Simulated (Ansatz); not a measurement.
Total energies of GeH2MeI (CH5GeI) from Ansatz at PBE0-D4/def2-TZVP, gas phase (1 Eh = 27.2114 eV = 2625.5 kJ/mol). The reference geometry is relaxed at PBE0-D4/def2-SVP.

```csv
state,geometry,energy (Eh)
charge 0 singlet,reference,-2415.58810
charge 1 doublet,reference,-2415.23778
charge 1 doublet,relaxed at PBE0-D4/def2-SVP,-2415.24354
free Ge atom (triplet),–,-2076.65516
free H atom (doublet),–,-0.50104
free C atom (triplet),–,-37.80537
free I atom (doublet),–,-297.69312
```

In the def2 sets I takes a core potential; there is no spin–orbit coupling.

Task: Work out the vertical ionisation energy to the doublet.

Result: E(charge 1 doublet) − E(charge 0 singlet) = -2415.23778 − (-2415.58810) = 0.35032 Eh = 9.53 eV. For comparison, −ε of the highest occupied level is 7.41 eV at this level, 2.12 eV less.

Task: How much does the charge 1 doublet relax, and what is the adiabatic ionisation energy?

Result: Relaxation: -2415.23778 − (-2415.24354) = 0.00576 Eh = 0.16 eV. Adiabatic ionisation energy: 0.34456 Eh = 9.38 eV, without zero-point energy. 

Task: What is the binding energy per atom against free atoms?

Result: Atoms: 1 × (-2076.65516) + 5 × (-0.50104) + 1 × (-37.80537) + 1 × (-297.69312) = -2414.65885 Eh. Binding: -2414.65885 − (-2415.58810) = 0.92925 Eh = 25.29 eV, or 3.16 eV for each of 8 atoms (no zero-point energy, no counterpoise term).
